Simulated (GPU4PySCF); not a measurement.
C12F4N4. Atoms are numbered in the order given.

```xyz
20

N      0.0000     2.0834     4.3342
C      0.0000     1.1811     3.6179
C      0.0000     0.0000     2.8259
C      0.0000    -1.1811     3.6179
N      0.0000    -2.0834     4.3342
C      0.0000     0.0000     1.4501
C      0.0000    -1.2116     0.6750
F      0.0000    -2.3674     1.3039
C      0.0000    -1.2116    -0.6750
F      0.0000    -2.3674    -1.3039
C      0.0000     0.0000    -1.4501
C      0.0000     0.0000    -2.8259
C      0.0000     1.1811    -3.6179
N      0.0000     2.0834    -4.3342
C      0.0000    -1.1811    -3.6179
N      0.0000    -2.0834    -4.3342
C      0.0000     1.2116    -0.6750
F      0.0000     2.3674    -1.3039
C      0.0000     1.2116     0.6750
F      0.0000     2.3674     1.3039
```

Geometry optimised at PBE0-D3(BJ)/def2-TZVP.

Level of theory: SMD-M06-2X/def2-SVP (GPU4PySCF).

Solvation free energies are E(SMD) − E(gas) at the gas-phase geometry, for 1 M in both phases. In vacuum the dipole moment is 0.00 D.

### Question
Estimate the solvation free energies in water, acetonitrile, methanol, dichloromethane. (Estimate from the structure and the level; the computed values follow.)

### Answer

```csv
solvent,ΔG(solv) (kcal/mol),its non-electrostatic (CDS) part,dipole (D)
water,-6.0,12.2,0.00
acetonitrile,-12.6,5.0,0.00
methanol,-9.9,7.6,0.00
dichloromethane,-11.5,3.2,0.00
```
